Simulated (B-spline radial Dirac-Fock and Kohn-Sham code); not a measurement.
## Photoelectron lines of In⁷⁺ at 4220 eV

System: In⁷⁺, configuration 1s2 2s2 2p6 3s2 3p6 3d10 4s2 4p6 4d6.

Model: a relativistic central-field model (Hartree-Slater potential of the initial state, Latter tail, multipole expansion of the photon field, Dirac-Fock thresholds). Program: a B-spline atomic structure program. The asymmetry parameter β is from the dipole term alone. Kinetic energies are from the vacuum level. Open shells are spread statistically over j, without multiplet splitting.

The last column is dσ/dΩ = σ/(4π) · [1 + β P₂(cos θ)] at θ = 0° from the polarisation vector of linearly polarised light.

```tsv
subshell	electrons	binding (eV)	kinetic (eV)	σ (kb)	β	dσ/dΩ (kb/sr)
2p1/2	2	4073.0	147.0	56.2	1.12	9.49
2p3/2	4	3865.0	355.0	104	1.28	18.8
3s	2	960.2	3259.8	7.25	1.99	1.73
3p1/2	2	836.9	3383.1	7.47	1.53	1.51
3p3/2	4	798.4	3421.6	13.7	1.59	2.82
3d3/2	4	581.9	3638.1	4.64	1.06	0.760
3d5/2	6	574.3	3645.7	6.54	1.01	1.05
4s	2	251.6	3968.4	1.57	1.99	0.374
4p1/2	2	207.5	4012.5	1.40	1.53	0.282
4p3/2	4	200.2	4019.8	2.57	1.58	0.528
4d3/2	2.4	133.0	4087.0	0.432	1.04	0.0700
4d5/2	3.6	131.9	4088.1	0.610	0.99	0.0965
```

Branching ratios of the spin-orbit partners (statistical value in brackets): 2p 1.85 (2.00), 3p 1.84 (2.00), 3d 1.41 (1.50), 4p 1.83 (2.00), 4d 1.41 (1.50).

Run: 5.5 s of CPU time on 1 thread of Neoverse-N1 (shared host), peak memory 0.39 GiB.

Values without a named source are computed, but for edge energies of neutral atoms, which are taken from tables.
